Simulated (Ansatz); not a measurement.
Species: CH$_{2}$F$_{3}$Ge, charge 0, multiplicity 2. SMILES: [CH2][Ge]([F])([F])[F]
Geometry from a B3LYP-D3(BJ)/def2-TZVP (Ansatz, a first-principles code) optimisation:
```
Ge
F 1 1.7214
F 1 1.7215 2 106.80
F 1 1.7229 2 105.21 3 -111.25
C 1 1.8969 2 112.35 4 -124.85
H 5 1.0808 1 120.65 2 26.80
H 5 1.0808 6 118.60 1 -179.48
```
Charge 0, spin multiplicity 2.

Wanted: atomisation energy, in kcal/mol. Conventions: dispersion terms only where a functional's name holds one; atomisation electronic, to ground-state atoms; non-relativistic; open shells spin-unrestricted; no spin-orbit coupling. First-principles rows: single points at B3LYP-D3(BJ) geometries (Ansatz).

| species | coefficient | E at HF/STO-3G (Ansatz), Eh | E at wB97M-V/def2-TZVPD (Ansatz), Eh |
|---|---|---|---|
| [CH2][Ge]([F])([F])[F] | -1 | -2384.43732 | -2415.85810 |
| C atom | +1 | -37.19839 | -37.84643 |
| F atom | +3 | -97.98651 | -99.74647 |
| Ge atom | +1 | -2051.63626 | -2076.80617 |
| H atom | +2 | -0.46658 | -0.49411 |

 1 Eh = 627.5095 kcal/mol.

Problem. Compute it at each level from the table.

Solution. 
- HF/STO-3G: the sum of coefficient times E is 0.70998 Eh, or 445.52 kcal/mol. Result: 445.5 kcal/mol.
- wB97M-V/def2-TZVPD: the sum of coefficient times E is 0.97787 Eh, or 613.62 kcal/mol. Result: 613.6 kcal/mol.
